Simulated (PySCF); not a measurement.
Species: C₆H₁₀O₂.
SMILES: `C=C(CC)C(=O)OC`

The closed-shell SCF was solved with PySCF and density fitting under several settings on one GFN2-xTB geometry (grid level 2 and gas phase unless stated).

| settings | basis functions | SCF cycles | E (Eh) | HOMO (eV) | LUMO (eV) | dipole (D) |
| --- | --- | --- | --- | --- | --- | --- |
| PBE0/pcSseg-1 | 186 | 14 | -384.6119 | -7.73 | -1.13 | 1.89 |
| PBE0/def2-SVPD | 246 | 14 | -384.3944 | -7.77 | -1.25 | 2.00 |
| B97-2/6-31G-J, start guess vsap | 136 | 13 | -384.9083 | -7.35 | -1.04 | 1.75 |
| wB97X/6-31G-J, fitting basis def2-qzvpp-jkfit | 136 | 11 | -384.9474 | -9.93 | 1.26 | 1.71 |

**Question.** Estimate the rows for these settings: (1) HSE06/3-21G, IEF-PCM water, damping 0.3 at the start, DIIS from the seventh cycle; (2) OPBE/STO-3G, start guess atom; (3) PBE0/ANO-RCC-VDZP, grid level 3.

**Answer.** 
| settings | basis functions | SCF cycles | E (Eh) | HOMO (eV) | LUMO (eV) | dipole (D) |
| --- | --- | --- | --- | --- | --- | --- |
| HSE06/3-21G, IEF-PCM water, damping 0.3 at the start, DIIS from the seventh cycle | 92 | 16 | -382.5819 | -7.20 | -1.20 | 1.93 |
| OPBE/STO-3G, start guess atom | 50 | 11 | -380.1589 | -2.55 | 1.00 | 1.36 |
| PBE0/ANO-RCC-VDZP, grid level 3 | 162 | 14 | -384.7692 | -7.64 | -1.06 | 1.98 |

**Question.** Over all rows, what range does the HOMO–LUMO gap span?

**Answer.** From 3.55 eV (OPBE/STO-3G, start guess atom) to 11.19 eV (wB97X/6-31G-J, fitting basis def2-qzvpp-jkfit). The functional of the narrowest has no exact exchange, that of the widest range-separated exact exchange.

**Question.** And the dipole moment?

**Answer.** From 1.36 D (OPBE/STO-3G, start guess atom) to 2.00 D (PBE0/def2-SVPD); the largest is 1.47 times the smallest, and the median is 1.89 D.

**Question.** Compare two rows with the functional PBE0: PBE0/pcSseg-1 and PBE0/def2-SVPD. Which energy is lower, and by how much?

**Answer.** PBE0/pcSseg-1 (186 functions) lies 0.2175 Eh or 136 kcal/mol below PBE0/def2-SVPD (246 functions). The smaller set gives the lower energy; the two sets aren't nested, so the variational bound doesn't order them by size.

Cycle counts include a coarse-grid stage where the run had one. ANO-RCC sets were contracted for a scalar-relativistic Hamiltonian, but ran non-relativistically here. One conformer (not necessarily the lowest) at the GFN2-xTB geometry, without vibrations or thermal averaging.

Conformer computed: `[CH2:1]=[C:2]([CH2:3][CH3:4])[C:5](=[O:6])[O:7][CH3:8]`: C1–C2–C3–C4 -105°, C1–C2–C5–O6 9°, C2–C5–O7–C8 180°.
